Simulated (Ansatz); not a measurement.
Stepwise reaction of `C#[C][SnH]([CH3])[CH3]` with hydrogen, as a gas-phase model of exchange steps in deposition or etching. ΔE in kJ/mol.

Program: Ansatz. Geometries: PBE0-D4/def2-TZVP. ΔE: electronic, gas phase. CBS: MP2 limit from def2 TZ/QZ plus the TZ coupled-cluster correction, frozen cores. This one scheme is used for every species. Functionals use def2-TZVPP. B3LYP here is the variant with VWN-RPA as its local correlation; programs differ in this. Elements past krypton have def2 core potentials. For Sn outer-core shells are correlated without core-valence functions, which leaves a few kJ/mol of doubt a bond.

| step | reaction | PBE-D4 | B3LYP-D4 | ωB97M-V | CCSD(T)/CBS |
| --- | --- | --- | --- | --- | --- |
| 1 | `C#[C][SnH]([CH3])[CH3]` + H₂ → `C#[C][SnH2][CH3]` + CH₄ | -38.4 | -42.4 | -41.0 | -32.5 |
| 2 | `C#[C][SnH2][CH3]` + H₂ → `C#[C][SnH3]` + CH₄ | -38.5 | -42.7 | -41.4 | -32.6 |

**Question.** By hand: ΔE of the 2 steps together at CCSD(T)/CBS.

**Answer.** (-32.5) + (-32.6) = -65.1 kJ/mol, or -32.5 kJ/mol a step.

In ΔE the steps differ by no more than 0.1 kJ/mol. All are downhill at CCSD(T)/CBS. PBE-D4 differs from CCSD(T)/CBS by -5.9 to -5.9 kJ/mol a step. Isolated molecules leave out the surface, adducts and barriers. Largest T1 diagnostic: 0.014.
